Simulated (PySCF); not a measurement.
# Dipole response of Au⁵⁴⁺ (gold, charge +54)

[Ar] 3d7, high-spin 4F determinant. All numbers are calculated (PySCF 2.14, the spin-free X2C one-electron Hamiltonian (Gaussian nucleus), in an uncontracted even-tempered set (17 s from 13 bohr⁻², ratio 2.5; 13 p from 17 bohr⁻², ratio 2.5; 7 d from 17 bohr⁻², ratio 2.5; 4 f from 69 bohr⁻², ratio 2.7; 3 g from 100 bohr⁻², ratio 2.7)). Coupled (time-dependent) response in atomic units; α is the mean over directions.

```tsv
method	mean α (bohr³)	C₆ (like pair)	S(−4)
UHF	0.001593	0.0001147	1.739e-06
```

S(−4) is the Cauchy moment in α(ω) = α(0) + S(−4) ω² + …

Spin-orbit coupling is absent.

α(iu) at UHF:

```csv
u (hartree),α(iu) (bohr³)
0,0.001592
6.00,0.001534
12.0,0.001399
24.0,0.001129
36.0,0.0009548
48.0,0.0008423
60.0,0.0007595
90.0,0.0006055
120,0.0004890
180,0.0003267
300,0.0001658
```

A single London oscillator, α(iu) = α/(1 + u²/ω²), gives C₆ = (3/4) ω α². Matching the computed C₆ needs ω = 4 × 0.0001147 / (3 × 0.001593²) = 60.3 hartree.

For an ion, C₆ is the dispersion term alone; charge-induced terms of lower order in 1/R come first.

Spin-orbit coupling is strong in this species (close to jj coupling), so the high-spin LS determinant is a model state, not a physical level.
